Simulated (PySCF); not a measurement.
## Working out the excitation energy of N⁺

N⁺ [He] 2s2 2p2 (3P) → N⁺ [He] 2s2 2p1 3d1 (high-spin determinant). Calculation: PySCF 2.14, in aug-cc-pwCVDZ (5s4p2d, 27 functions); the non-relativistic Hamiltonian (point nucleus). Frozen: nothing. Energies in hartree (1 hartree = 27.21139 eV):

```tsv
part	N⁺ (lower)	N⁺ (upper)
UHF	-53.881662	-52.870283
MP2 opposite-spin	-0.074372	-0.087892
MP2 same-spin	-0.012622	-0.008459
```

What does Hartree-Fock give?

(-52.870283) − (-53.881662) = 1.011379 hartree = 27.521 eV.

What do MP2 and SCS-MP2 (6/5 opposite-spin, 1/3 same-spin) give?

The opposite-spin parts differ by -0.368 eV and the same-spin parts by 0.113 eV. MP2: 27.521 + (-0.368) + (0.113) = 27.266 eV. SCS-MP2: 27.521 + 1.2 × (-0.368) + (0.113)/3 = 27.117 eV.

One determinant mixes LS terms, so it does not stand for a single term.

A double-zeta basis recovers only part of the correlation energy.
